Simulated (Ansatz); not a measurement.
Reaction (formal exchange of groups at a Ge–Si bond): `[GeH3][SiH]1CS1` + `CCBr` → `[GeH3][CH2]CBr` + `C1[SiH2]S1`

Gas-phase electronic energies from Ansatz, PBE0-D4/def2-TZVP geometries. CCSD(T)/CBS is the MP2 limit (def2-TZVPP, def2-QZVPP) plus CCSD(T) − MP2 in def2-TZVPP, frozen cores. DFT in def2-TZVPP. B3LYP here is the variant with VWN-RPA as its local correlation; programs differ in this. For Br, Ge outer-core shells are correlated without core-valence functions, which leaves a few kJ/mol of doubt a bond. Scalar relativity is left out up to krypton. Each species was taken in one conformer, which may not be the lowest.

```
          level  ΔE (kcal/mol)  difference from CCSD(T)/CBS
         PBE-D4           12.1                          2.6
      r2SCAN-D4           11.1                          1.6
        PBE0-D4           11.8                          2.3
       B3LYP-D4           10.7                          1.2
        ωB97X-V            9.8                          0.3
        ωB97M-V            9.6                          0.1
         B2PLYP            9.8                          0.3
            PBE           12.0                          2.5
         r2SCAN           11.1                          1.6
           PBE0           11.6                          2.1
          B3LYP           10.5                          1.0
CCSD/def2-TZVPP            9.0                         -0.5
 MP2/def2-QZVPP            8.7                         -0.8
   HF/CBS(def2)            8.8                         -0.7
  MP2/CBS(def2)            8.9                         -0.6
 CCSD/CBS(def2)            9.4                         -0.1
    CCSD(T)/CBS            9.5                            0
```

Largest T1 diagnostic among the species: 0.013.
